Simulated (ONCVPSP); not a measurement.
Building the ONCV potential for Ag (LDA (Perdew-Wang 92), fully relativistic).

| Property | Result |
| --- | --- |
| Element | silver |
| Generator | ONCVPSP 4.0.1 |
| Type | optimised norm-conserving Vanderbilt (ONCV) |
| Functional | LDA (Perdew-Wang 92) |
| Relativity | fully relativistic |
| Frozen core | [Ar] 3d10 4s2 |
| Valence charge | 17 |
| Reference configuration | 4p6 4d10 5s1 |
| Partial waves | 5s: rc 2.55 bohr, ncon 4, nbas 7, qcut 3.1 1/bohr, 2 projectors, debl 0.7 Ha; 4p: rc 1.50 bohr, ncon 5, nbas 8, qcut 9.4 1/bohr, 2 projectors, debl 0.8 Ha; 4d: rc 1.80 bohr, ncon 5, nbas 10, qcut 7.9 1/bohr, 2 projectors, debl 2.6 Ha |
| Local potential | polynomial inside 1.05 bohr (lpopt 4, dvloc0 1 Ha) |
| Core correction | none |

Open shells are filled in proportion to 2j + 1.

In the p channel the program set the typed energies aside and used -2.096, 0.250 Ha (j = l + 1/2; the other j can differ).

Calculated quality:

| Quantity | Value |
| --- | --- |
| Cutoffs needed | 32 Ha and 39 Ha (the cutoffs (Ha) at which the residual kinetic energy of the hardest occupied pseudo-wave falls to 1 and 0.1 mHa per electron) |
| Ghost test | ghosts flagged at negative energy: s at -104.6 eV; GHOST(+) flagged for d3/2 at 27.6 eV; a true bound ghost makes a file unfit for plane-wave use |
| Largest excitation error | -92 meV (all-electron minus pseudo) for 4p5 4d10 5s1, out of 4 test configurations |

Generation and tests took about 6.7 s on one core of a shared server CPU.
